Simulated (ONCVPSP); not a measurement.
**What the settings do to the ONCV potential of Pb**

Base potential:

```json
{
  "Element": "lead (Pb)",
  "Generator": "ONCVPSP 4.0.1",
  "Type": "optimised norm-conserving Vanderbilt (ONCV)",
  "Functional": "PBE",
  "Relativity": "scalar-relativistic",
  "Frozen core": "[Xe] 4f14 5d10",
  "Valence charge": "4",
  "Reference configuration": "6s2 6p1 (charge +1)",
  "Partial waves": "6s: rc 2.15 bohr, ncon 4, nbas 9, qcut 2.7 1/bohr, 3 projectors, debl 3.2 Ha; 6p: rc 2.05 bohr, ncon 3, nbas 7, qcut 4.1 1/bohr, 1 projector; d scattering state at 0.23 Ha: rc 2.30 bohr, ncon 3, nbas 6, qcut 4.7 1/bohr, 2 projectors, debl 0.9 Ha",
  "Local potential": "polynomial inside 1.35 bohr (lpopt 3, dvloc0 -1 Ha)",
  "Core correction": "none"
}
```

Cutoffs, loose and tight: the cutoffs (Ha) at which the residual kinetic energy of the hardest occupied pseudo-wave falls to 1 and 0.1 mHa per electron. They do not see the model core or the augmentation charge, which bear on the density cutoff. Test errors are all-electron minus pseudo excitation energies from the reference, over the configurations 6s2 6p2; 6s2 6p0; 6s1 6p0; 6s0 6p4. A dash means not determined; rows that change the core or the reference have their own tests. The largest error is taken over the tests solved by every variant that gives reliable tests at all: 6s0 6p4; 6s2 6p0; 6s2 6p2.

A true bound ghost makes a file unfit for plane-wave use even where its test errors are small: the radial tests pick states by their node count and pass the ghost by.

```tsv
change	outcome	cutoff, loose	cutoff, tight	bound ghosts	GHOST(+) flags above zero	largest test error (meV)
base	generated	31 Ha	51 Ha	p, d	s	+245
p: qcut 2.5	generated	31 Ha	51 Ha	p, d	s	+223
local potential polynomial inside 1.35 bohr (lpopt 3, dvloc0 -2.5 Ha)	generated	31 Ha	51 Ha	p, d	s, d	+246
```

(1) What comes out with this change to the base: all radii scaled by about 0.84 (s 1.82, p 1.72, d 1.94 bohr); local potential polynomial inside 1.14 bohr (lpopt 3, dvloc0 -1 Ha)?

Answers

(1) outcome: failed: ERROR pspot: first pseudo wave function has node, program will stop. Cause: the optimised pseudo-wave of the first projector has a node, so the radial equation cannot be inverted for a potential.
